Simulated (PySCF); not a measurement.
```xyz
3
charge 0 multiplicity 3, angstrom
Rh   -0.4610    0.0000   -0.6632
S    -2.1746    0.0000    0.4790
Br    1.4803    0.0000    0.6688
```

These are results of PySCF, UB3LYP, basis Rh def2-SVP with ECP28, S def2-SVP, Br def2-SVP (scalar-relativistic core potentials, no spin–orbit coupling, density fitting), not measurements.

This geometry of RhSBr is a stationary point at this level.

(1) What is the point group?

(2) Is it a minimum?

(3) List the harmonic modes with their infrared intensities.

(4) What are the dipole moment and the gap between the highest occupied and lowest empty levels of either spin?

## Answers

(1) Cs.

(2) Yes: all harmonic wavenumbers are real.

(3) 
```tsv
symmetry	ω (cm⁻¹)	IR (km/mol)
a'	89	1.1
a'	273	15.7
a'	518	12.7
```

(4) 2.21 D and 2.22 eV.

Only a few start shapes were tried, so a lower isomer may exist. With open d or f shells other occupations or spin states may lie lower.
